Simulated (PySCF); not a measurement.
# NMR data sheet: C$_{11}$H$_{12}$

| Item | Value |
| --- | --- |
| Formula | C11H12 |
| SMILES | C#CC#C[C@@H]1C[C@@H]2CC[C@H]1C2 |
| Point group of the computed structure | C1 |
| Degrees of unsaturation | 6 |
| Carbon signals | 11 |
| Proton signals | 12 |

Numbering as in the mapped SMILES `[CH:1]#[C:2][C:3]#[C:4][C@@H:5]1[CH2:6][C@@H:7]2[CH2:8][CH2:9][C@H:10]1[CH2:11]2`; H(Xn) means a hydrogen on atom n. Ha(C6), Ha(C11) are cis to C4 on the ring; Ha(C8), Ha(C9) are cis to C5 on the ring; Hb(C6), Hb(C11) are trans to C4 on the ring; Hb(C8), Hb(C9) are trans to C5 on the ring.

Single conformer, relativity neglected, isolated molecule. Shieldings: GIAO PBE0/pcSseg-1; geometry: GFN2-xTB; PySCF 2.14.0 with density-fitted response routines.

Shifts are taken against calculated references (same method and geometry level): $^{1}$H, $^{13}$C against TMS.

| carbon | δC, type | δH (multiplicity) | HMBC from (2–3 bonds) | span of the C tensor (ppm) |
| --- | --- | --- | --- | --- |
| C1 | 71.2, CH | 1.20 (s) | – | 228 |
| C2 | 74.3, C | – | H(C1) | 269 |
| C3 | 74.8, C | – | H(C5), H(C1) | 225 |
| C4 | 86.8, C | – | H(C5), H(C10), Hb(C6), Ha(C6) | 308 |
| C5 | 33.5, CH | 2.72 (m) | H(C10), Ha(C9), H(C7), Hb(C6), Hb(C9), Ha(C11), Ha(C6), Hb(C11) | 33 |
| C6 | 41.8, CH2 | Hb(C6) 2.02 (m); Ha(C6) 1.24 (m) | H(C5), H(C10), H(C7), Hb(C8), Ha(C8), Ha(C11), Hb(C11) | 35 |
| C7 | 40.8, CH | 2.11 (m) | H(C5), H(C10), Ha(C9), Hb(C6), Hb(C8), Hb(C9), Ha(C8), Ha(C11), Ha(C6), Hb(C11) | 31 |
| C8 | 32.2, CH2 | Ha(C8) 1.30 (m); Hb(C8) 1.62 (m) | H(C10), Ha(C9), H(C7), Hb(C6), Hb(C9), Ha(C11), Ha(C6), Hb(C11) | 30 |
| C9 | 27.2, CH2 | Ha(C9) 2.20 (m); Hb(C9) 1.49 (m) | H(C5), H(C10), H(C7), Hb(C8), Ha(C8), Ha(C11), Hb(C11) | 29 |
| C10 | 45.4, CH | 2.22 (m) | H(C5), Ha(C9), H(C7), Hb(C6), Hb(C8), Hb(C9), Ha(C8), Ha(C11), Ha(C6), Hb(C11) | 34 |
| C11 | 41.1, CH2 | Ha(C11) 1.26 (m); Hb(C11) 1.18 (m) | H(C5), H(C10), Ha(C9), H(C7), Hb(C6), Hb(C8), Hb(C9), Ha(C8), Ha(C6) | 27 |

- Carbon types of the structure: 3 × C, 4 × CH, 4 × CH2, which accounts for all hydrogens.
- δC 86.8, 74.8, 74.3: alkyne carbon; the triple bond shields along its axis, which puts it between sp3 and sp2 carbons.
- δC 71.2: terminal alkyne carbon; the triple bond shields along its axis, which puts it between sp3 and sp2 carbons.
- δC 45.4, 40.8: sp3 CH in a ring; saturated and bonded to C and H only.
- δC 41.8, 41.1, 32.2, 27.2: sp3 CH2 in a ring; aliphatic region, no heteroatom directly attached.
- δC 33.5: propargylic sp3 CH; saturated and bonded to C and H only.

Shifts are as computed. Against solution values, carbons near 30 ppm lie about +3 ppm off and those near 130 ppm about +5 ppm. Of 1211 compounds with measured shifts, 218 miss one by over three times the rms of a fit or turn the order of signals round; such compounds aren't used in these exercises. No couplings were computed; multiplicities are counted from neighbouring protons, with m where these are inequivalent, close in shift, in a saturated or five-membered ring or joined by F or P, and br s for small geminal =CH2 splittings.
